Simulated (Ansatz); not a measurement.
Two isomers of CH9BOSi2: A = `CB(O)[SiH2][SiH3]`, B = `C[SiH2]OB[SiH3]`.

Calculated with Ansatz (gas phase, PBE0-D4/def2-TZVP geometries, no zero-point term in ΔE). CBS: MP2 limit from def2 TZ/QZ plus the TZ coupled-cluster correction, frozen cores. DFT in def2-TZVPP. B3LYP here is the variant with VWN-RPA as its local correlation; programs differ in this. Each species was taken in one conformer, which may not be the lowest.

A:

```xyz
14

C     1.595    1.029   -0.973
B     0.355    0.111   -1.224
O     0.392   -0.727   -2.293
Si   -1.254    0.117    0.032
Si   -0.670   -0.817    2.098
H     2.031    0.824    0.012
H     1.298    2.083   -0.945
H     2.373    0.903   -1.730
H    -0.399   -1.262   -2.402
H    -2.390   -0.678   -0.531
H    -1.753    1.501    0.284
H     0.450   -0.045    2.704
H    -0.214   -2.223    1.916
H    -1.812   -0.816    3.052
```

B:

Z-matrix (Å, degrees):
```
C
Si 1 1.857
H 1 1.094 2 109.3
H 1 1.092 2 111.6 3 -119.4
H 1 1.092 2 111.6 3 119.4
O 2 1.667 1 112.4 3 -180.0
H 2 1.484 1 111.1 3 61.1
H 2 1.484 1 111.2 3 -61.0
B 6 1.344 2 134.3 1 -0.4
Si 9 2.032 6 120.6 2 -180.0
H 9 1.210 6 119.2 2 0.1
H 10 1.492 9 109.7 6 121.6
H 10 1.492 9 109.7 6 -121.4
H 10 1.489 9 113.8 6 0.1
```

(1) Which isomer does CCSD(T)/CBS put lower? Give the gap. (Estimate.)

(2) Give E(B) − E(A) in kJ/mol with B2PLYP, PBE-D4, MP2/def2-TZVPP, r2SCAN-D4, B3LYP-D4, ωB97M-V, PBE0-D4. (Estimate.)

Largest T1 diagnostic: 0.014.

## Answers

(1) Ansatz gave: B, by 70.1 kJ/mol.

(2) Ansatz gave: B2PLYP -74.7, PBE-D4 -40.6, MP2/def2-TZVPP -75.1, r2SCAN-D4 -59.2, B3LYP-D4 -69.5, ωB97M-V -71.3, PBE0-D4 -49.0. None reverses the order clearly.

From PBE to PBE0 (25 % exact exchange), in def2-TZVPP and without D4, E(B) − E(A) moves by −8.4 kJ/mol. In def2-TZVPP, CCSD(T) changes the Hartree–Fock value by +30.1 kJ/mol (the triples alone add +4.3 kJ/mol) and MP2 by +23.9 kJ/mol.
